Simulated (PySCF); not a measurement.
C₃H₆OSi, SMILES O=C1CC[SiH2]1. Atoms are numbered in the order given.

```xyz
11

O      1.9931    -0.0070     0.7248
C      0.8409    -0.0305     0.3947
C     -0.2915    -0.9535     0.9014
C     -1.3932    -0.6470    -0.1558
Si    -0.3933     0.8130    -0.8665
H      0.0286    -2.0066     0.9700
H     -0.5787    -0.6302     1.9174
H     -2.3824    -0.4237     0.2683
H     -1.5120    -1.4675    -0.8803
H     -0.8600     2.1714    -0.4612
H     -0.0712     0.8170    -2.3229
```

Geometry optimised at ωB97X-D3(BJ)/def2-SVP. The structure was generated by enumeration, and PubChem lists no compound with its InChIKey, so it may never have been made.

The numbers are results of TDA-ωB97X/def2-SVPD (PySCF 2.14.0), not measurements.

Vertical excitations. 

| state | energy (eV) | λ (nm) | f | main pairs |
|---|---|---|---|---|
| S1 | 3.30 | 376 | 0.002 | HOMO→LUMO 95 % |
| S2 | 6.12 | 203 | 0.071 | HOMO→LUMO+1 83 % |
| S3 | 6.62 | 187 | 0.004 | HOMO−1→LUMO 97 % |
| S4 | 6.77 | 183 | 0.014 | HOMO→LUMO+2 84 % |
| S5 | 7.59 | 163 | 0.000 | HOMO−3→LUMO 79 % |
| S6 | 7.73 | 160 | 0.041 | HOMO→LUMO+3 47 %, HOMO−1→LUMO+1 17 %, HOMO−2→LUMO 8 % |
| S7 | 7.91 | 157 | 0.049 | HOMO−1→LUMO+1 49 %, HOMO−2→LUMO 32 % |
| S8 | 8.15 | 152 | 0.163 | HOMO→LUMO+4 54 %, HOMO−1→LUMO+1 12 %, HOMO−2→LUMO 9 % |
| S9 | 8.28 | 150 | 0.013 | HOMO→LUMO+6 25 %, HOMO→LUMO+8 25 %, HOMO→LUMO+4 13 %, HOMO−2→LUMO 7 % |
| S10 | 8.35 | 148 | 0.084 | HOMO−2→LUMO 30 %, HOMO→LUMO+3 22 %, HOMO→LUMO+6 9 %, HOMO→LUMO+5 6 % |
| T1 | 2.65 | 467 | 0 | HOMO→LUMO 95 % |
| T2 | 5.60 | 222 | 0 | HOMO→LUMO+1 79 % |
| T3 | 5.80 | 214 | 0 | HOMO−5→LUMO 33 %, HOMO−2→LUMO 31 %, HOMO−4→LUMO 17 % |
| T4 | 6.31 | 196 | 0 | HOMO−1→LUMO 88 % |
Triplets are in the Tamm–Dancoff approximation.
